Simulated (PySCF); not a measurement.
Mn(OH)2 (H₂MnO₂), SMILES [OH][Mn][OH] (connectivity only; charge and spin as stated), neutral, multiplicity 6.

The structure is a stationary point at B3LYP-D3(BJ)/def2-TZVP. The spin state was assumed, not searched. Other conformers were not sampled.

Method: TDA-LC-ωPBE/def2-SVPD (PySCF).

Vertical excitations. 

```tsv
state	energy (eV)	λ (nm)	f	main pairs
root 1	5.18	239	0.012	β HOMO→LUMO 82 %
root 2	5.22	237	0.009	β HOMO−1→LUMO 85 %
root 3	5.37	231	0.002	β HOMO−2→LUMO 82 %
root 4	5.59	222	0.000	α HOMO→LUMO 74 %, β HOMO−3→LUMO 5 %
root 5	5.68	218	0.004	α HOMO−1→LUMO 76 %
root 6	5.86	211	0.000	α HOMO−2→LUMO 13 %, β HOMO−3→LUMO 64 %
root 7	5.92	209	0.000	β HOMO→LUMO+1 87 %
root 8	5.93	209	0.000	β HOMO→LUMO+2 86 %
root 9	5.96	208	0.000	β HOMO−1→LUMO+1 85 %
root 10	5.97	208	0.000	β HOMO−1→LUMO+2 86 %
```
Unrestricted roots are not spin-pure.
